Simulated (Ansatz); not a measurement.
Reaction (homolysis of the O–Si bond): `BO[SiH](C)C` → `B[O]`• + `C[SiH]C`•

Program: Ansatz. Geometries: PBE0-D4/def2-TZVP. ΔE: electronic, gas phase. CCSD(T)/CBS adds triple-zeta CCSD(T) − MP2 to the extrapolated MP2 energy (def2 sets, frozen cores). This one scheme is used for every species. Functionals use def2-TZVPP. B3LYP here is the variant with VWN-RPA as its local correlation; programs differ in this. Open shells (•) are unrestricted, without spin–orbit coupling. Each species was taken in one conformer, which may not be the lowest.

`BO[SiH](C)C`:

```xyz
14

B    -0.257   -1.924   -1.403
O     0.601   -1.190   -0.681
Si    0.442   -0.043    0.520
C    -1.347    0.285    0.911
C     1.324    1.486   -0.061
H     0.190   -2.682   -2.219
H    -1.446   -1.820   -1.235
H     1.128   -0.610    1.711
H    -1.419    1.015    1.723
H    -1.861   -0.624    1.232
H    -1.880    0.688    0.047
H     0.833    1.912   -0.940
H     1.333    2.248    0.723
H     2.359    1.260   -0.326
```

`B[O]`•:

```xyz
4

B    -0.004   -0.007   -0.017
O     0.253    0.496    1.133
H     0.806   -0.730   -0.553
H    -1.056    0.242   -0.563
```

`C[SiH]C`•:

```xyz
10

C     0.563   -0.313    1.430
Si   -0.772    0.339    0.283
C    -0.175    0.448   -1.493
H     0.882   -1.313    1.119
H     0.200   -0.378    2.458
H     1.440    0.339    1.420
H    -1.989   -0.525    0.365
H     0.684    1.119   -1.576
H    -0.962    0.822   -2.150
H     0.130   -0.539   -1.857
```

```
             level  ΔE (eV)  difference from CCSD(T)/CBS
         r2SCAN-D4     4.57                        -0.57
           PBE0-D4     4.69                        -0.45
           ωB97X-V     4.98                        -0.16
           ωB97M-V     5.03                        -0.11
            r2SCAN     4.54                        -0.60
              PBE0     4.62                        -0.52
             B3LYP     4.56                        -0.58
    MP2/def2-TZVPP     5.50                         0.36
SCS-MP2/def2-TZVPP     5.41                         0.27
   CCSD/def2-TZVPP     4.93                        -0.21
CCSD(T)/def2-TZVPP     4.98                        -0.16
    MP2/def2-QZVPP     5.59                         0.45
SCS-MP2/def2-QZVPP     5.51                         0.37
      HF/CBS(def2)     3.99                        -1.15
     MP2/CBS(def2)     5.65                         0.51
    CCSD/CBS(def2)     5.09                        -0.05
       CCSD(T)/CBS     5.14                            0
```

Largest T1 diagnostic among the species: 0.040.

From PBE to PBE0 (25 % exact exchange), in def2-TZVPP and without D4, ΔE moves by +0.24 eV. The D4 term adds +0.14 eV with B3LYP and +0.08 eV with PBE0; it sums over pairs of atoms, weighted by their polarisabilities, and B3LYP, whose exchange is more repulsive, gets the larger term. In def2-TZVPP, CCSD(T) changes the Hartree–Fock value by +1.00 eV (the triples alone add +0.04 eV) and MP2 by +1.51 eV; breaking electron pairs costs correlation energy, which Hartree–Fock lacks.
